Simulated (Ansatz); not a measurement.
Geometry optimisation, Ansatz 0.2.0, RKS PBE0-D4/STO-3G.

The input (input.yaml):

```yaml
crystal:
  periodic: [false, false, false]
  atoms:
    - { symbol: C, position_ang: [-0.7256, -1.8774, -0.9802] }
    - { symbol: C, position_ang: [-0.3308, -1.2251, 0.1171] }
    - { symbol: Si, position_ang: [1.4072, -0.6722, 0.3348] }
    - { symbol: Si, position_ang: [1.9674, 1.1125, -1.0678] }
    - { symbol: S, position_ang: [-1.4025, -1.0391, 1.4602] }
    - { symbol: Si, position_ang: [-2.143, 1.0064, 1.3608] }
    - { symbol: H, position_ang: [-0.1093, -2.021, -1.8469] }
    - { symbol: H, position_ang: [-0.87704, -0.7994, -0.72462] }
    - { symbol: H, position_ang: [2.3581, -1.79, 0.0758] }
    - { symbol: H, position_ang: [1.6918, -0.2579, 1.7818] }
    - { symbol: H, position_ang: [1.7092, 0.6944, -2.4645] }
    - { symbol: H, position_ang: [3.3106, 1.5887, -0.8677] }
    - { symbol: H, position_ang: [0.92, 2.2643, -0.8104] }
    - { symbol: H, position_ang: [-1.0067, 1.9247, 1.4491] }
    - { symbol: H, position_ang: [-2.8476, 1.1589, 0.0718] }
    - { symbol: H, position_ang: [-3.0603, 1.2766, 2.5138] }
basis:
  gaussian: { orbitals: STO-3G }
hamiltonian:
  xc: pbe0
  dispersion: d4
relax:
  f_tol: 0.02
  max_steps: 50
```

Command:

```bash
$ ansatz run input.yaml --threads 1 --pin off --max-ram 2048MiB --backend cpu --events-out ev --progress --plain --runs-dir out
```

Question: Where does it end, and by what steps?

Answer: It converged. Limits of this set-up: minimal basis. After 24 steps the energy has fallen by 7.065 eV; H8 moved furthest, 1.97 Å. Parted: C2–H8 (1.09 → 2.14 Å).

| step | energy less start (eV) | largest force component (eV/Å) | accepted |
| --- | --- | --- | --- |
| 0 | 0.0000 | 6.585 | yes |
| 1 | -2.0204 | 3.285 | yes |
| 2 | -2.4781 | 1.659 | yes |
| 3 | -2.8390 | 3.997 | yes |
| 4 | -3.6010 | 5.804 | yes |
| 5 | -4.3219 | 6.602 | yes |
| 6 | -5.4249 | 5.430 | yes |
| 7 | -6.3737 | 2.700 | yes |
| 8 | -6.8368 | 1.752 | yes |
| 9 | -6.9334 | 0.626 | yes |
| 10 | -6.9676 | 0.484 | yes |
| 11 | -7.0069 | 0.207 | yes |
| 12 | -7.0244 | 0.097 | yes |
| 13 | -7.0306 | 0.363 | yes |
| 14 | -7.0378 | 0.170 | yes |
| 15 | -7.0459 | 0.122 | yes |
| 16 | -7.0513 | 0.099 | yes |
| 17 | -7.0532 | 0.186 | yes |
| 18 | -7.0575 | 0.118 | yes |
| 19 | -7.0613 | 0.099 | yes |
| 20 | -7.0629 | 0.137 | yes |
| 21 | -7.0643 | 0.060 | yes |
| 22 | -7.0648 | 0.052 | yes |
| 23 | -7.0651 | 0.028 | yes |
| 24 | -7.0652 | 0.017 | yes |

```xyz
16
Properties=species:S:1:pos:R:3
C -0.623 -2.097 -1.000
C -0.455 -1.206 -0.012
Si 1.263 -0.506 0.283
Si 1.689 1.331 -0.941
S -1.850 -0.905 1.065
Si -1.708 1.190 1.407
H 0.205 -2.414 -1.642
H -1.587 -2.570 -1.210
H 2.209 -1.540 -0.071
H 1.428 -0.231 1.691
H 1.551 1.056 -2.350
H 3.039 1.785 -0.704
H 0.794 2.413 -0.609
H -0.470 1.560 2.054
H -1.812 1.941 0.176
H -2.811 1.538 2.268
```

Whether the end is a true minimum wasn't checked by a vibrational analysis.

Time of the run: 4.5 min on 1 thread of Intel(R) Xeon(R) Processor @ 2.50GHz (Skylake/Cascade Lake), on a shared host, peak memory 0.17 GiB.
